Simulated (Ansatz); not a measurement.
```xyz
3

O     0.0000    0.0000   -0.3867
O     0.0000    0.9759    0.1934
O     0.0000   -0.9759    0.1934
```

Basis set: cc-pVDZ (spherical functions). Left uncorrelated: 3 orbitals. Charge 0, multiplicity 1.

Computed with Ansatz (development build ahead of 0.2.0); each method stands on the lowest determinant of its kind that the runs found. Restricted open shells among the atoms or ions are ROHF, correlated in semicanonical orbitals with singles.

The atomization energy at this shape (free ground-state atoms in the same class of orbitals less the molecule, no zero-point energy) of singlet O3:

```csv
method,atomization energy
RHF,-253.7 kJ/mol
```

Task: What does RHF-MP2 give?

Result: 413.7 kJ/mol. Caution: in another basis set an unrestricted determinant lies well below; the shape is not the minimum. Caution for RHF: the molecule lies well above its atoms at this level.
